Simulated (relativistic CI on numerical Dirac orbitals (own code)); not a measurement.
Radial parameters of Tm⁴³⁺

Method of calculation: Dirac-Coulomb-Breit CI, orbitals from a KLI potential per configuration, model QED, unscaled Slater integrals (own radial code, finite nucleus).

Slater integrals F^k, G^k are unscaled and averaged over j, outside the closed core [Ne]; ζ comes from projecting the Hamiltonian with its Breit term on Σ l·s of the shell.

- 3s²3p⁶3d⁸: F^2(3d,3d) = 535080, F^4(3d,3d) = 345030, ζ(3d) = 155320 cm⁻¹; <r>(3d) = 0.1902, <r^2>(3d) = 0.04205 (bohr units).
- 3s²3p⁵3d⁹: ζ(3p) = 1.1908e+06, F^2(3p,3d) = 467480, G^1(3p,3d) = 504270, G^3(3p,3d) = 334520, ζ(3d) = 153970 cm⁻¹; <r>(3p) = 0.2115, <r^2>(3p) = 0.05181, <r>(3d) = 0.1905, <r^2>(3d) = 0.04217 (bohr units).
- 3s²3p⁴3d¹⁰: F^2(3p,3p) = 464560, ζ(3p) = 1.19e+06 cm⁻¹; <r>(3p) = 0.2117, <r^2>(3p) = 0.0519 (bohr units).

(1) Give the Racah parameters of the d shell in 3s²3p⁶3d⁸.

Averages of the first 10 configurations, taken without configuration mixing, which lowers the lowest level and can move excited configurations by several eV; other configurations of the list can lie among them:

```tsv
Configuration	Parity	States	Average energy above the lowest level (eV)
3s²3p⁶3d⁸	even	45	44.6
3s²3p⁵3d⁹	odd	60	484.3
3s²3p⁴3d¹⁰	even	15	931.4
3s3p⁶3d⁹	even	20	843.1
3p⁶3d¹⁰	even	1	1651.6
3s3p⁵3d¹⁰	odd	12	1281.2
3s²3p⁶3d⁷4s	even	240	1445.1
3s²3p⁶3d⁷4p	odd	720	1579.5
3s²3p⁴3d⁹4s	even	300	2314.7
3s²3p⁶3d⁷4d	even	1200	1742.6
```

Results:

(1) B = F²/49 − 5F⁴/441 = 7008 cm⁻¹ and C = 35F⁴/441 = 27383 cm⁻¹.
